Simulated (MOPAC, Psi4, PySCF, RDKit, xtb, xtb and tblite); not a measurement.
Two geometries of C4H13BSi, SMILES B[SiH2]CC(C)C, relaxed at GFN2-xTB with one dihedral held; other torsions can differ between them too.

Structure A

```
19

B      2.2454     0.6633     0.5411
Si     1.7499    -1.1433    -0.0141
C      0.0883    -1.0358    -0.9823
C      0.0405    -1.8490    -2.2758
C      0.0770    -3.3440    -1.9785
C     -1.2167    -1.5061    -3.0755
H      2.8003     1.3944    -0.1851
H      1.9691     1.0878     1.5962
H      2.7307    -1.7881    -0.9136
H      1.5543    -2.1492     1.0499
H     -0.7335    -1.3514    -0.3369
H     -0.1052     0.0116    -1.2307
H      0.9150    -1.5922    -2.8839
H      0.9758    -3.6006    -1.4241
H      0.0614    -3.9195    -2.9017
H     -0.7868    -3.6294    -1.3814
H     -1.2366    -0.4483    -3.3308
H     -1.2526    -2.0808    -3.9988
H     -2.1084    -1.7350    -2.4946
```

Structure B

```
19

B      0.9844    -0.2655    -3.7899
Si    -0.2074    -1.4067    -2.7360
C     -0.0473    -0.9663    -0.8637
C      0.6502     0.3626    -0.5749
C     -0.2479     1.5408    -0.9434
C      1.9843     0.4623    -1.2989
H      1.9860    -0.6803    -4.2429
H      0.6243     0.7690    -4.2145
H      0.0266    -2.8638    -2.7986
H     -1.6463    -1.2761    -3.0519
H      0.5198    -1.7627    -0.3764
H     -1.0287    -0.9621    -0.3905
H      0.8534     0.4184     0.5042
H     -1.1785     1.4992    -0.3818
H      0.2429     2.4867    -0.7208
H     -0.4891     1.5162    -2.0032
H      2.6326    -0.3744    -1.0455
H      2.4975     1.3931    -1.0609
H      1.8180     0.4426    -2.3888
```

### Question
Which is lower in energy at the level B3LYP-D3(BJ)/def2-SVP // GFN2-xTB run with Psi4, and by how much?

### Answer
B is lower, by 4.76 kJ/mol (dihedral B1–Si2–C3–C4: 135° in A, 15° in B).

E(B) − E(A) in kJ/mol at the other levels, on the same two geometries: GFN2-xTB (xtb and tblite) -9.95; B3LYP/def2-SVP // GFN2-xTB (Psi4) 3.33; PBE/def2-SVP // GFN2-xTB (Psi4) -9.37; PBE-D3(BJ)/def2-SVP // GFN2-xTB (Psi4) -13.98; UFF // GFN2-xTB (RDKit) 1011.12; AM1, restricted, heats of formation // GFN2-xTB (MOPAC) 4.81; PM6, restricted, heats of formation // GFN2-xTB (MOPAC) -3.01; GFN1-xTB // GFN2-xTB (xtb) -2.80; restricted B3LYP/6-31G*, spherical d, density fitting // GFN2-xTB (PySCF) 6.15; restricted BP86/6-31G*, spherical d, density fitting // GFN2-xTB (PySCF) -3.69; restricted Hartree-Fock/3-21G // GFN2-xTB (PySCF) 15.08; restricted M06-2X/6-31G*, spherical d, density fitting // GFN2-xTB (PySCF) 1.99.
